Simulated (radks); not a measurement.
Values are calculated unless marked as measured or tabulated.
Ionisation of Au+, [Xe] 4f14 5d10, to Au2+, [Xe] 4f14 5d9, under several functionals. Scalar-relativistic Kohn-Sham, spin-polarised, spherical densities, point nucleus; open shells are filled with parallel spins first (spin-orbit coupling, left out, can overturn this in heavy ions); a radial shooting solver on a logarithmic mesh with Libxc functionals.

| functional | E(Au+) (hartree) | Exc (hartree) | IE (eV) | -e(HOMO) (eV) | <r> HOMO (bohr) | IE error (eV) |
|---|---|---|---|---|---|---|
| LDA (Slater exchange, Perdew-Zunger correlation) | -19001.0129 | -351.5947 | 21.360 | 15.620 | 1.577 | +1.157 |
| B86b exchange with PBE correlation | -19012.8828 | -363.4389 | 21.062 | 15.348 | 1.575 | +0.859 |
| XLYP | -19013.5731 | -364.0924 | 20.983 | 15.277 | 1.582 | +0.780 |
| RPBE | -19012.0739 | -362.6415 | 20.949 | 15.240 | 1.574 | +0.746 |
| PW91 | -19013.3199 | -363.8774 | 21.121 | 15.404 | 1.575 | +0.918 |
| BP86 | -19013.7207 | -364.2706 | 21.169 | 15.456 | 1.575 | +0.966 |
| HCTH/407 | -19022.4122 | -373.4164 | 21.357 | 15.620 | 1.561 | +1.154 |
| PBE | -19011.5251 | -362.0829 | 21.040 | 15.328 | 1.575 | +0.837 |

NIST Atomic Spectra Database: 20.20 eV (measured). Closest: RPBE. The Delta-SCF values span 0.41 eV, the total energies 21.40 hartree. The highest occupied level is 5d. Open shells are spherical and high-spin; term and fine-structure splittings are not resolved. Spin-orbit splitting is averaged out at the scalar-relativistic level.
